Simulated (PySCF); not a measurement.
A calculated (LDA, PySCF 2.14, dyall-av3z, the spin-free X2C one-electron Hamiltonian (Gaussian nucleus)) atom or ion has these occupied shells.

```csv
shell,electrons,orbital energy (eV),"rms radius, mean of both spins (bohr)"
1s,2,-447.49,0.268
2s,2,-67.796,1.20
```

**Question.** Name the element and its charge.

**Answer.** N(3+) (nitrogen, charge +3), in [He] 2s2, closed-shell 1S.
